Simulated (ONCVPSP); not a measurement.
# Ho: variants of one ONCV potential

Base potential:

ONCVPSP 4.0.1 input, shortened (lines: element, Z, core and valence counts, functional; n l f; lmax; l rc ep ncon nbas qcut; lloc lpopt rc5 dvloc0; l nproj debl; icmod fcfact rcfact), PBE, scalar-relativistic:

```
  Ho 67.00    9    4        4      upf
    1    0    2.00
    2    0    2.00
    2    1    6.00
    3    0    2.00
    3    1    6.00
    3    2   10.00
    4    0    2.00
    4    1    6.00
    4    2   10.00
    4    3   11.00
    5    0    2.00
    5    1    6.00
    6    0    1.75
    3
    0    2.15    0.00    3    7    5.30
    1    1.95    0.00    3    6    8.10
    2    2.20    0.14    4    8    4.90
    3    1.05    0.00    3    8   18.40
    4    2    0.90    0.00
    0    3    4.00
    1    3    2.10
    2    2    2.00
    3    3    2.10
    3    3.50    1.80
```

In the d channel the program set the typed energies aside and used 0.050, 2.050 Ha.

Cutoffs, loose and tight: the cutoffs (Ha) at which the residual kinetic energy of the hardest occupied pseudo-wave falls to 1 and 0.1 mHa per electron. They do not see the model core or the augmentation charge, which bear on the density cutoff. Test errors are all-electron minus pseudo excitation energies from the reference, over the configurations 4f11 5s2 5p6 6s2; 4f11 5s2 5p6 6s1; 4f11 5s2 5p6 6s0; 4f11 5s2 5p6 6s1.5. A dash means not determined; rows that change the core or the reference have their own tests.

```tsv
change	outcome	cutoff, loose	cutoff, tight	bound ghosts	GHOST(+) flags above zero	largest test error (meV)
base	generated, projector energies reset by the program	132 Ha	149 Ha	none	s, p	tests left out (the all-electron energies of this program are off by 10 to 40 meV for near-neutral 4f atoms)
functional PBEsol	generated, projector energies reset by the program	131 Ha	148 Ha	none	s, p	tests left out (the all-electron energies of this program are off by 10 to 40 meV for near-neutral 4f atoms)
s: rc 2.78	generated, projector energies reset by the program	132 Ha	149 Ha	none	s, p	tests left out (the all-electron energies of this program are off by 10 to 40 meV for near-neutral 4f atoms)
core correction Teter function, fcfact 1.5, rcfact 1.8	generated, projector energies reset by the program	132 Ha	149 Ha	none	s, p	tests left out (the all-electron energies of this program are off by 10 to 40 meV for near-neutral 4f atoms)
p: rc 1.62	generated, projector energies reset by the program	132 Ha	149 Ha	none	s, p	tests left out (the all-electron energies of this program are off by 10 to 40 meV for near-neutral 4f atoms)
all radii but the core radius scaled by about 1.28 (s 2.76, p 2.50, d 2.82, f 1.34 bohr); local potential polynomial inside 1.16 bohr (lpopt 2, dvloc0 0 Ha)	generated, projector energies reset by the program	140 Ha	151 Ha	none	s, d	tests left out (the all-electron energies of this program are off by 10 to 40 meV for near-neutral 4f atoms)
```

(1) What comes out with this change to the base: reference 4f11 5s2 5p6 6s2?

Answers

(1) outcome: generated, projector energies reset by the program; cutoff, loose: 133 Ha; cutoff, tight: 152 Ha; bound ghosts: none; GHOST(+) flags above zero: s, p; largest test error (meV): tests left out (the all-electron energies of this program are off by 10 to 40 meV for near-neutral 4f atoms).
